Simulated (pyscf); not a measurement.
`[Cl][Sb]=[Se]`, singlet

Gas-phase minimum from PySCF at ωB97X-D3(BJ)/def2-SVP, one conformer. 

```
Sb
Se 1 2.3082
Cl 1 2.3751 2 105.36
```

Properties at ωB97X-D3(BJ)/def2-SVP:

- Harmonic wavenumbers, unscaled = 120, 370, 371 cm⁻¹
- Zero-point energy = 1.2 kcal/mol
- Rotational symmetry number = 1
- Entropy of this conformer at 298 K and 1 atm, rigid rotor and harmonic oscillator, modes under 100 cm⁻¹ raised to 100 = 317.2 J/(mol K)
- Dipole moment = 2.75 D

Single-point totals, which compare only within one level (frozen core for MP2 and CC):

```
level                   total energy (hartree)
----------------------  ----------------------
ωB97X-D3(BJ)/def2-TZVP             -3102.09768
PBE/def2-TZVP                      -3101.55108
r²SCAN/def2-TZVP                   -3102.14866
B3LYP-D3(BJ)/def2-TZVP             -3102.23294
PBE0-D3(BJ)/def2-TZVP              -3101.66869
M06-2X/def2-TZVP                   -3102.01559
ωB97M-D3(BJ)/def2-TZVP             -3102.19773
HF/def2-TZVPP                      -3098.68157
MP2/def2-TZVPP                     -3099.47162
CCSD/def2-TZVPP                    -3099.47296
CCSD(T)/def2-TZVPP                 -3099.50788
```

The CCSD(T) − MP2 part came from Ansatz, without density fitting, on the same reference. The frozen core leaves the outer d or s,p core shells of the metals and heavy elements correlated in the MP2 and CC values, and def2-TZVPP describes them poorly, so these totals are far from the basis limit. Elements up to Kr have no core potential and no relativistic terms here. Elements past Kr carry the def2 core potentials, without spin-orbit coupling.
